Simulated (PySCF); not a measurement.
## Working out the ionisation energy of Rh⁺

Rh⁺ [Kr] 4d8 (3F) → Rh²⁺ [Kr] 4d7 (4F). Calculation: PySCF 2.14, in aug-cc-pVDZ-PP with ECP28MDF; scalar relativity through the core potential. Frozen: 4s2 4p6. Energies in hartree (1 hartree = 27.21139 eV):

| part | Rh⁺ (lower) | Rh²⁺ (upper) |
| --- | --- | --- |
| UHF | -109.155022 | -108.562210 |
| MP2 opposite-spin | -0.109012 | -0.066685 |
| MP2 same-spin | -0.064027 | -0.050663 |

Task: What does Hartree-Fock give?

Result: (-108.562210) − (-109.155022) = 0.592812 hartree = 16.131 eV.

Task: What do MP2 and SCS-MP2 (6/5 opposite-spin, 1/3 same-spin) give?

Result: The opposite-spin parts differ by 1.152 eV and the same-spin parts by 0.364 eV. MP2: 16.131 + (1.152) + (0.364) = 17.647 eV. SCS-MP2: 16.131 + 1.2 × (1.152) + (0.364)/3 = 17.635 eV.

Reference: 18.08 eV (semi-empirical (NIST evaluation); NIST Atomic Spectra Database, ionization energies), between the lowest levels; spin-orbit coupling is absent from the calculation.

A double-zeta basis recovers only part of the correlation energy.

What remains against the reference includes basis incompleteness, the frozen core and correlation beyond second order.
